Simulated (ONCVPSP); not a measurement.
# What the settings do to the ONCV potential of gallium (Ga)

Base potential:

ONCVPSP 4.0.1 input, shortened (lines: element, Z, core and valence counts, functional; n l f; lmax; l rc ep ncon nbas qcut; lloc lpopt rc5 dvloc0; l nproj debl; icmod fcfact rcfact), PW91, scalar-relativistic:

```
  Ga 31.00    5    3  -109134      upf
    1    0    2.00
    2    0    2.00
    2    1    6.00
    3    0    2.00
    3    1    6.00
    3    2   10.00
    4    0    1.00
    4    1    2.00
    2
    0    1.75    0.00    5    8    3.30
    1    2.35    0.00    4    7    3.80
    2    1.05    0.00    5    9   13.60
    4    5    0.80    2.00
    0    3    1.80
    1    3    0.50
    2    3    1.70
    1    0.35    0.00
```

All-electron outer shells of the reference configuration (PW91, scalar-relativistic, ld1.x):

```csv
shell,level (eV),outermost node (bohr),outermost maximum (bohr)
3s,-150.05,0.27,0.56
3p,-100.84,0.24,0.56
3d,-21.11,–,0.53
4s,-10.11,0.80,1.87
4p,-3.39,0.87,2.44
```

Cutoffs, loose and tight: the cutoffs (Ha) at which the residual kinetic energy of the hardest occupied pseudo-wave falls to 1 and 0.1 mHa per electron. They do not see the model core or the augmentation charge, which bear on the density cutoff. Test errors are all-electron minus pseudo excitation energies from the reference, over the configurations 3d10 4s2 4p1; 3d10 4s2 4p0; 3d10 4s1 4p0; 3d10 4s2 4p0.5. A dash means not determined; rows that change the core or the reference have their own tests.

A true bound ghost makes a file unfit for plane-wave use even where its test errors are small: the radial tests pick states by their node count and pass the ghost by.

```csv
change,outcome,"cutoff, loose","cutoff, tight",bound ghosts,GHOST(+) flags above zero,largest test error (meV)
base,generated,89 Ha,227 Ha,s,"s, p, d",-13
"d: rc 0.74; local potential polynomial inside 0.74 bohr (lpopt 5, dvloc0 2 Ha)",generated,514 Ha,573 Ha,"s, d","s, p, d",-14
d: rc 0.86,generated,348 Ha,408 Ha,s,"s, p, d",-13
d: rc 0.96,generated,140 Ha,310 Ha,s,"s, p, d",-13
d: rc 1.16,generated,81 Ha,90 Ha,s,"s, p",-13
d: rc 1.52,generated,63 Ha,71 Ha,s,"s, p",-11
```

Q: What comes out with this change to the base: d: rc 1.26?

A: outcome: generated; cutoff, loose: 75 Ha; cutoff, tight: 83 Ha; bound ghosts: s; GHOST(+) flags above zero: s, p; largest test error (meV): -12.

Q: What comes out with this change to the base: d: rc 1.4?

A: outcome: generated; cutoff, loose: 68 Ha; cutoff, tight: 77 Ha; bound ghosts: s; GHOST(+) flags above zero: s, p; largest test error (meV): -12.

Reading the sweep of the d radius (base included, trends over the rows without a ghost): Bound ghosts are found at 0.74, 0.86, 0.96, 1.05, 1.16, 1.26, 1.4, 1.52 bohr. Every judged row has one, so this setting neither creates nor removes them.
